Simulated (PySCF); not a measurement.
# Computed properties of Bi(F)2(TeH) (BiF2HTe), SMILES [F][Bi]([F])[TeH]

Bi(F)2(TeH) (BiF2HTe), SMILES [Bi]([F])([TeH])[F]. Geometry optimised at B3LYP-D3(BJ)/def2-SVP. The def2 effective core potentials stand for the cores of Bi, Te; spin–orbit coupling is left out. Other conformers were not sampled. All values are computed for the isolated molecule unless a solvent is named; none is compared with measurement here.

**Structure.** All 9 harmonic modes at B3LYP-D3(BJ)/def2-SVP (PySCF) are real, so it is a minimum. With heavy atoms numbered as in [Bi:1]([F:2])([F:3])[TeH:4], the shortest bond between them is Bi1–F2 at 2.039 Å and the longest Bi1–Te4 at 2.881 Å.

**Vibrations.** The strongest infrared lines (harmonic, unscaled, degenerate partners summed) lie at 581 cm⁻¹ (66 km/mol, F 92 %, Bi 8 %), 571 cm⁻¹ (64 km/mol, F 91 %, Bi 9 %), 2081 cm⁻¹ (55 km/mol, H 99 %). The softest mode is at 50 cm⁻¹ and the zero-point energy is 6.2 kcal/mol.

**Electronic structure.** HF/def2-TZVP (PySCF) places the frontier levels at -9.23 and 0.46 eV, a gap of 9.69 eV, and gives a dipole moment of 5.07 D and a mean polarisability of 80.0 bohr³.

**Excitations.** TDA-ωB97X/def2-SVPD (PySCF) has S1 at 3.57 eV (347 nm, f = 0.001, dark); the most intense of the 10 singlets computed lies at 6.45 eV (f = 0.96). T1 (TDA) is at 3.18 eV, 0.39 eV under S1. No vertical singlet excitation falls in the visible range (under 3.1 eV).
